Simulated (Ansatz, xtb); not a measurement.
Relative energy of two isomers of BF2H3O4Si

We compare X, `O[Si](O)(O)OB(F)F`, a singlet, with Y, `OB(O)O[Si](O)(F)F`, a singlet. Both are isolated molecules in the gas phase, relaxed with PBE0-D4/def2-SVP, each in the lowest conformer that the search found.

Problem. Estimate which is lower in electronic energy at CCSD(T)/def2-SVP + ΔMP2/def2-TZVPP, and by roughly how much.

Solution. The CCSD(T)/def2-SVP + ΔMP2/def2-TZVPP calculation puts structure Y lower, by 58.3 kJ/mol.

How the difference moves with the method:

```json
{"level": "PBE0-D4/def2-SVP", "geometry": "PBE0-D4/def2-SVP", "E(Y) − E(X) (kJ/mol)": "−57.7", "departure from the last row (kJ/mol)": "+0.6", "job, with rough time for the two": "optimisation, 82 s"}
{"level": "HF/def2-SVP", "geometry": "PBE0-D4/def2-SVP", "E(Y) − E(X) (kJ/mol)": "−53.5", "departure from the last row (kJ/mol)": "+4.7", "job, with rough time for the two": "part of the CCSD(T) run"}
{"level": "MP2/def2-SVP", "geometry": "PBE0-D4/def2-SVP", "E(Y) − E(X) (kJ/mol)": "−63.1", "departure from the last row (kJ/mol)": "−4.9", "job, with rough time for the two": "part of the CCSD(T) run"}
{"level": "CCSD(T)/def2-SVP", "geometry": "PBE0-D4/def2-SVP", "E(Y) − E(X) (kJ/mol)": "−62.4", "departure from the last row (kJ/mol)": "−4.2", "job, with rough time for the two": "single point"}
{"level": "CCSD(T)/def2-SVP + ΔMP2/def2-TZVPP", "geometry": "PBE0-D4/def2-SVP", "E(Y) − E(X) (kJ/mol)": "−58.3", "departure from the last row (kJ/mol)": "", "job, with rough time for the two": "single point, 84 s"}
```

As drawn, Y has 2 B–O, 2 F–Si in place of 2 O–Si, 2 B–F.

The levels shown agree on the order. The largest departure from CCSD(T)/def2-SVP + ΔMP2/def2-TZVPP is that of MP2/def2-SVP, 4.9 kJ/mol. Levels run at GFN2-xTB geometries aren't shown. The last row adds to CCSD(T) the change of the MP2 difference between the two basis sets, here +4.2 kJ/mol.

With thermal terms from frequencies at re-optimised GFN2-xTB minima (ideal gas, soft modes damped towards free rotors, one conformer each, 298.15 K, 1 atm): the zero-point term adds +3.8 kJ/mol; ΔH is −55.9 and ΔG −53.1 kJ/mol.

The correlated steps freeze 12 core orbitals. Codes used: Ansatz 0.2.0, xtb 6.7.1; the last row on 2 threads of Oxide Virtual Turin-like Processor (Zen 5) on a shared host.
